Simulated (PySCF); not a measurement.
Precursor series Cd Cl-OH. Gas-phase values, no solvent. One relaxed conformer stands for each flexible species; it need not be the lowest.

The HOMO from two functionals at the same geometries (TPSS-D3(BJ)/def2-SVP), both in PySCF: PBE-D3(BJ)/def2-TZVP and B3LYP-D3(BJ)/def2-TZVP. B3LYP has the VWN-RPA correlation part, as in Gaussian. 

```tsv
species	PBE-D3(BJ)/def2-TZVP (eV)
0 of 2 Cl replaced by OH ([Cd(Cl)2])	-7.52
1 of 2 Cl replaced by OH ([Cd(Cl)(OH)])	-6.77
2 of 2 Cl replaced by OH ([Cd(OH)2])	-6.22
```

### Question
What does B3LYP-D3(BJ)/def2-TZVP give for each?

### Answer

- 0 of 2 Cl replaced by OH ([Cd(Cl)2]): -8.62
- 1 of 2 Cl replaced by OH ([Cd(Cl)(OH)]): -8.10
- 2 of 2 Cl replaced by OH ([Cd(OH)2]): -7.63
Over these rows, drawn at random from the members with no instability flagged (it was tested for open shells, ions and some series alone), PBE minus B3LYP-D3(BJ): mean +1.28 eV, from +1.10 eV to +1.40 eV.
